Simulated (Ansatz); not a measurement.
```yaml
crystal:
  periodic: [false, false, false]
  atoms:
    - {symbol: F, position_ang: [-2.069824, -0.532702, 0.384734]}
    - {symbol: Sn, position_ang: [-0.510126, 1.034813, 0.841547]}
    - {symbol: S, position_ang: [1.315847, 0.371296, -0.454826]}
    - {symbol: H, position_ang: [0.903774, -0.910499, -0.600297]}
basis:
  gaussian: {orbitals: x2c-TZVPPall}
total_charge: -3
magnetization: {spin_polarized: true, initial_magnetization: 1}
hamiltonian: {xc: {name: LC-wPBE}}
output: {forces: true}
```

```sh
$ ansatz run in.yaml --threads 4 --pin off --events-out ev --progress --plain --max-ram 10444MiB
```

Output, abridged:

```
Functional definition: LC-wPBE
1075 factors; their error is unknown
243 factors; integrals over basis functions are off by at most 4.8e-5 eV
mean field evaluation 1: about -181586.4140 eV, gradient 1.2e2 eV
mean field evaluation 2: about -181555.1432 eV, gradient 1.8e2 eV
mean field evaluation 4: about -181646.2790 eV, gradient 1.2e1 eV
mean field evaluation 8: about -181646.9452 eV, gradient 3.5e-1 eV
mean field evaluation 16: about -181646.9407 eV, gradient 3.4e-2 eV
mean field evaluation 32: about -181646.9414 eV, gradient 1.0e-3 eV
mean field -181646.94140610 eV, -6675.4019719551 hartree, gradient 8.4e-7 eV, S^2 0.776351; 6 other end points of the search recorded, 0 dependent functions left out
reference -181646.94140611 eV, -6675.4019719553 hartree; 40, 39 occupied and 107, 108 virtual orbitals, 1075 factors
Total energy: -181646.94140611 eV, -6675.4019719553 hartree
Relativity: scalar
Atom 0 at    -2.069824    -0.532702     0.384734 Å, force    -0.803065    -1.108929    -0.483670 eV/Å
Atom 1 at    -0.510126     1.034813     0.841547 Å, force    -1.649110     2.771447     2.584843 eV/Å
Atom 2 at     1.315847     0.371296    -0.454826 Å, force     2.424329     0.526861    -1.455223 eV/Å
Atom 3 at     0.903774    -0.910499    -0.600297 Å, force     0.027845    -2.189380    -0.645951 eV/Å
Dipole moment:    -0.032782     0.175469     0.123099 e Å
```

In this input the charge is far from anything that the molecule holds. Self-consistency was reached. The result belongs to that input, not to the molecule as meant.
